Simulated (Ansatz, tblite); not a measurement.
Cost and result up the ladder for cis-PtH2(AsH3)2 (As2PtH8) (11 atoms). The state is a singlet with charge 0. Geometry: PBE0-D4/def2-SVP.

```xyz
11

Pt   -0.2502   -0.9837    0.4874
H    -0.1325   -1.7104    1.8926
H    -0.9272   -2.3759    0.1418
As   -0.6487   -0.2731   -1.8092
H    -0.2483    1.0736   -2.3886
H    -2.0782   -0.2535   -2.3042
H    -0.0800   -1.1168   -2.9287
As    0.8358    0.9692    1.4596
H     2.1927    0.7866    2.1030
H     0.1638    1.6380    2.6387
H     1.1728    2.2461    0.7076
```

Ansatz on 4 threads of Arm Neoverse V1 on a shared host; xTB runs through tblite on one thread. Times are rough, summed over both states, and most runs start from the orbitals of an earlier one. PBE0-D4/def2-TZVP serves as the yardstick here, not as an exact answer. The other state is a doublet.

In the def2 sets Pt takes a core potential; there is no spin–orbit coupling. The xTB rows come from tblite.

Raw xTB energies of ions are shifted by several eV.

```
                         level  functions  vertical IE (eV)  difference from PBE0-D4/def2-TZVP (eV)
           r2SCAN-D4/def2-TZVP        184              8.21                                    0.01
PBE-D4/def2-TZVP (with forces)        184              8.26                                    0.07
                      GFN1-xTB         43             13.55                                    5.35
             PBE0-D4/def2-TZVP        184              8.20                                    0.00
                      GFN2-xTB         35             12.61                                    4.41
```

Question: Estimate how long each takes.

Answer: GFN2-xTB 0.011 s; GFN1-xTB 0.017 s; PBE-D4/def2-TZVP (with forces) 8.5 s; PBE0-D4/def2-TZVP 15 s; r2SCAN-D4/def2-TZVP 20 s. On shared hardware such times vary by a factor of up to 3.
